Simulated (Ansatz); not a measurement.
Geometry optimisation, RKS PBE0/def2-SVPD (Ansatz).

input.yaml

```yaml
crystal:
  periodic: [false, false, false]
  atoms:
    - { symbol: Si, position_ang: [-0.432267, 0.352517, 0.141747] }
    - { symbol: Br, position_ang: [1.496198, 1.284892, -0.659214] }
    - { symbol: S, position_ang: [-0.055858, -1.760637, 0.127269] }
    - { symbol: H, position_ang: [1.186959, -1.498126, -0.349933] }
    - { symbol: H, position_ang: [-1.539074, 0.738632, -0.772202] }
    - { symbol: H, position_ang: [-0.656057, 0.882624, 1.512333] }
basis:
  gaussian: { orbitals: def2-SVPD }
hamiltonian:
  xc: pbe0
relax:
  f_tol: 0.03
  max_steps: 50
output:
  orbitals: {}
```

Command:

```bash
$ ansatz run input.yaml --threads 2 --pin off --max-ram 3072MiB --backend cpu --events-out ev --progress --plain --runs-dir out
```

Q: Where does it end, and by what steps?

A: It converged. The force dipped under the threshold on the way, but the program's further checks kept it going. After 15 steps the energy has fallen by 0.134 eV; H4 moved furthest, 0.85 Å.

| step | energy less start (eV) | largest force component (eV/Å) | accepted |
| --- | --- | --- | --- |
| 0 | 0.0000 | 0.582 | yes |
| 1 | -0.0374 | 0.467 | yes |
| 2 | -0.0437 | 0.337 | yes |
| 3 | -0.0486 | 0.099 | yes |
| 4 | -0.0488 | 0.016 | yes |
| 5 | -0.0488 | 0.009 | yes |
| 6 | -0.0490 | 0.049 | yes |
| 7 | -0.0598 | 0.072 | yes |
| 8 | -0.0852 | 0.469 | yes |
| 9 | -0.0668 | 1.330 | no |
| 10 | -0.0996 | 0.322 | yes |
| 11 | -0.1143 | 0.202 | yes |
| 12 | -0.1289 | 0.109 | yes |
| 13 | -0.1337 | 0.019 | yes |
| 14 | -0.1326 | 0.160 | no |
| 15 | -0.1340 | 0.020 | yes |

```xyz
6
Properties=species:S:1:pos:R:3
Si -0.325 0.399 0.008
Br 1.299 1.681 -0.835
S -0.045 -1.680 -0.407
H 1.019 -1.821 0.417
H -1.602 0.767 -0.655
H -0.348 0.655 1.472
```

Whether the end is a true minimum wasn't checked by a vibrational analysis.

Run time: 51 s on 2 threads of Intel(R) Xeon(R) Platinum 8259CL CPU @ 2.50GHz (Skylake/Cascade Lake), with other jobs on the host, peak memory 0.3 GiB.
